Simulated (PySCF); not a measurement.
C2H4N3, SMILES c1nc[nH+][nH]1, charge +1. Heavy atoms are numbered as in [cH:1]1[n:2][cH:3][nH:4][nH+:5]1. Hydrogens are named by the atom that carries them.

Geometry optimised at PBE0-D3(BJ)/def2-SVP. The isomer is the one that the SMILES or the coordinates give; other isomers of the formula were not compared.

These are HF/def2-TZVP run with PySCF values and carry that method's errors.

ESP charges are fitted to the potential on shells at 1.4 to 2.0 van der Waals radii. Atomic charges (e), one atom of each kind:

```csv
atom,ESP fit,Löwdin,meta-Löwdin
C1 (CH),0.36,-0.12,0.24
N2,-0.44,0.11,-0.30
N4 (NH),-0.23,0.16,___
H on C1,0.19,0.17,___
H on N4,0.40,0.23,___
```

Task: Some entries are withheld; supply them. (An estimate is asked for; the answer gives what the named calculation found.)

Result: 
- N4 (NH), meta-Löwdin: -0.10
- H on C1, meta-Löwdin: 0.19
- H on N4, meta-Löwdin: 0.32

Task: Give the Mayer and Wiberg (Löwdin basis) orders of the bonds. (An estimate is asked for; the answer gives what the named calculation found.)

Result: 
```csv
bond,Mayer,Wiberg
C1–N2,1.46,1.78
N2–C3,1.46,1.78
C3–N4,1.35,1.67
C1–N5,1.35,1.67
N4–N5,1.02,1.36
```
